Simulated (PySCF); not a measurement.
H3BeBrSi (SMILES [SiH3][Be][Br]), singlet, geometry from GFN2-xTB (such geometries of metal compounds can be far from the true shape). Base run: PBE0/cc-pVDZ, polarisability run with PySCF.

Here is a job for PySCF.
```python
from pyscf import gto, scf, dft
from pyscf.prop import polarizability

mol = gto.M(
    atom='''
Be   -0.381002   -0.148808    0.333470
Br    0.998633    0.379389   -0.951416
Si   -1.888920   -0.717178    1.802844
H    -2.708973   -1.891466    1.483122
H    -2.903067    0.299531    2.107160
H    -1.371222   -1.050955    3.135564
''',
    basis='cc-pvdz',
    charge=0,
    spin=0,
    verbose=4,
)

mf = dft.RKS(mol)
mf.xc = 'pbe0'
mf.kernel()
alpha = mf.Polarizability().polarizability()[2, 2]
print('alpha_zz =', alpha)
```

Variants of this job, named by their change:

```csv
change,alpha_zz (bohr³),basis functions,core-seconds (rough)
base,62.21,74,20
basis = def2-SVP,61.39,74,20
finite field (a.u.) = 0.05; conv_tol = 1e-11,64.48,74,20
"functional = lda,vwn",65.73,74,10
functional = hf,56.58,74,2
basis = STO-3G,(withheld),(withheld),6
finite field (a.u.) = 0.005; conv_tol = 1e-11,62.23,74,20
basis = def2-SVPD,(withheld),(withheld),30
finite field (a.u.) = 0.001; conv_tol = 1e-6,62.21,74,10
functional = pbe,64.99,74,20
finite field (a.u.) = 2e-4; conv_tol = 1e-6,50.10,74,9
basis = 6-31G*,59.63,70,10
```

**Question.** Complete the blanks.

**Answer.** 
- basis = STO-3G, alpha_zz (bohr³): 34.38
- basis = STO-3G, basis functions: 35
- basis = def2-SVPD, alpha_zz (bohr³): 73.09
- basis = def2-SVPD, basis functions: 101

Finite-field rows take the second difference of the energy in a field along z; a small field with loose convergence shows SCF noise divided by the square of the field, and a large one adds hyperpolarisability.
